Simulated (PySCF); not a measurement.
PySCF 2.14 output of an unrestricted r2SCAN calculation on a single atom or ion in aug-cc-pV(T+d)Z, with no relativity, point nucleus:

```
SCF conv_tol = 1e-09
number electrons alpha = 9  beta = 9
    J. W. Furness, A. D. Kaplan, J. Ning, J. P. Perdew, and J. Sun.,  J. Phys. Chem. Lett. 11, 8208-8215 (2020)
    J. W. Furness, A. D. Kaplan, J. Ning, J. P. Perdew, and J. Sun.,  J. Phys. Chem. Lett. 11, 9248-9248 (2020)
    J. W. Furness, A. D. Kaplan, J. Ning, J. P. Perdew, and J. Sun.,  J. Phys. Chem. Lett. 11, 8208-8215 (2020)
    J. W. Furness, A. D. Kaplan, J. Ning, J. P. Perdew, and J. Sun.,  J. Phys. Chem. Lett. 11, 9248-9248 (2020)
cycle= 1 E= -460.257191635515  delta_E= -0.00286  |g|= 0.0114  |ddm|= 0.122
cycle= 2 E= -460.257168622198  delta_E= 2.3e-05  |g|= 0.0118  |ddm|= 0.0369
cycle= 3 E= -460.257249879582  delta_E= -8.13e-05  |g|= 0.00256  |ddm|= 0.0202
cycle= 4 E= -460.257252079169  delta_E= -2.2e-06  |g|= 3.8e-05  |ddm|= 0.00224
cycle= 5 E= -460.25725207998  delta_E= -8.11e-10  |g|= 1.45e-06  |ddm|= 0.0001
converged SCF energy = -460.25725207998  <S^2> = -8.8817842e-15  2S+1 = 1
```

The run itself started from symmetry-adapted Hartree-Fock orbitals and held the occupation by maximum overlap, on a logarithmic radial grid, so the iterations belong to that start.

Question: Which element, charge and spin multiplicity is this?

Answer: Cl⁻ (chlorine, charge -1), multiplicity 1; the state was [Ar], closed-shell 1S.

At r2SCAN the highest occupied level has a positive energy, so only the finite basis holds that electron; in a semilocal or global hybrid functional this comes from self-interaction and does not mean that the real anion is unbound.
